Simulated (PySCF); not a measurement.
## C₆ coefficients of unlike pairs at r2SCANh

Calculated with PySCF 2.14 from the dipole response of each species, C₆(A,B) = (3/π) ∫ α_A(iu) α_B(iu) du, in atomic units, from isotropic polarisabilities. For ions this is the dispersion term alone; charge-induced terms of lower order in 1/R come first.

| species | configuration | basis | relativity | α (bohr³) | C₆ (like pair) |
| --- | --- | --- | --- | --- | --- |
| Mn | [Ar] 3d5 4s2 (6S) | x2c-QZVPPall with one added diffuse shell each of s, p, d, f, g type (12s8p6d5f3g) | spin-free X2C | 76.32 | 755.2 |
| As⁺ | [Ar] 3d10 4s2 4p2 (3P) | x2c-QZVPPall with one added diffuse shell each of s, p, d, f type (12s9p6d5f1g) | spin-free X2C | 16.49 | 103.7 |
| Ru²⁺ | [Kr] 4d6 (5D) | aug-cc-pVTZ-DK (9s8p6d3f2g) | spin-free X2C | 8.184 | 44.67 |

(1) Estimate C₆ for Ru²⁺ with Mn.

No spin-orbit coupling is included.

The other pairs:

| pair | C₆ |
| --- | --- |
| Ru²⁺, As⁺ | 65.20 |
| As⁺, Mn | 251.9 |

Results:

(1) The integral gives 143.5. The combination rule 2 C_A C_B / (C_A α_B/α_A + C_B α_A/α_B) gives 135.6 and the geometric mean 183.7.
